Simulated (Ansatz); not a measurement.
A nudged elastic band was laid between two geometries of Cl2FGeH (5 atoms, charge 0, multiplicity 1).

Computed with RKS BLYP-D4/def2-mTZVP (Ansatz 0.2.0).

```json
{"movable images": "9", "climbing image": "yes", "spring": "5.0 eV/Å²", "optimiser": "quadratic models (default)", "start path": "through a guess of the saddle point", "force threshold": "0.05 eV/Å", "iteration limit": "60", "end points": "relaxed"}
```

First end point:

```xyz
5
Properties=species:S:1:pos:R:3
Ge 0.182 0.000 0.228
H 0.184 0.000 1.766
F 1.845 0.000 -0.345
Cl -0.764 1.776 -0.582
Cl -0.764 -1.776 -0.582
```

Last end point:

```xyz
5
Properties=species:S:1:pos:R:3
Ge -1.085 0.002 0.265
H 1.924 -0.005 1.696
F 1.583 0.003 0.815
Cl -0.867 1.740 -1.149
Cl -0.870 -1.740 -1.143
```

Q: Which bonds break or form, and what moves?

A: Bonds broken: Ge1–H2, Ge1–F3. Bonds formed: H2–F3. Cl2FGeH becomes Cl2Ge + FH.

Q: What energy profile does the band end with?

A: The forces met the threshold. The highest image is number 4 of 0 to 10, 47.0 kcal/mol above the first end and 33.4 kcal/mol above the last; the last end lies 13.6 kcal/mol above the first. A vibrational analysis at the climbing image gives one clearly imaginary mode, 1182i cm⁻¹: a first-order saddle point. The orbitals stay closed-shell, which can raise the energy where a bond breaks towards radicals; this wasn't checked here.

| image | path coordinate (Å) | energy (kcal/mol) | Ge1–H2 (Å) | Ge1–F3 (Å) | H2–F3 (Å) |
| --- | --- | --- | --- | --- | --- |
| 0 | 0.00 | 0.0 | 1.54 | 1.76 | 2.69 |
| 1 | 0.32 | 3.2 | 1.54 | 1.76 | 2.42 |
| 2 | 0.64 | 15.1 | 1.54 | 1.78 | 2.08 |
| 3 | 0.95 | 34.9 | 1.56 | 1.88 | 1.73 |
| 4 | 1.27 | 47.0 | 1.65 | 2.04 | 1.40 |
| 5 | 1.53 | 37.1 | 1.80 | 2.16 | 1.12 |
| 6 | 1.79 | 23.1 | 2.07 | 2.37 | 0.97 |
| 7 | 2.05 | 17.9 | 2.40 | 2.53 | 0.95 |
| 8 | 2.31 | 15.3 | 2.72 | 2.59 | 0.94 |
| 9 | 2.57 | 14.0 | 3.03 | 2.63 | 0.95 |
| 10 | 2.83 | 13.6 | 3.33 | 2.72 | 0.95 |

Q: What is the geometry of the highest image?

A: 
```xyz
5
Properties=species:S:1:pos:R:3:forces:R:3
Ge -0.277 0.000 0.363 -0.01 0.00 -0.01
H 0.979 0.000 1.435 -0.02 0.00 -0.01
F 1.760 0.000 0.278 0.03 0.00 0.00
Cl -0.889 1.760 -0.796 0.00 -0.01 0.01
Cl -0.889 -1.760 -0.796 0.00 0.01 0.01
```

Q: What are the harmonic wavenumbers there?

A: 1182i, 121, 129, 157, 375, 393, 460, 545, 1708 cm⁻¹.

Run time: 58 s on 4 threads of Arm Neoverse V2 (shared host), peak memory 0.15 GiB.
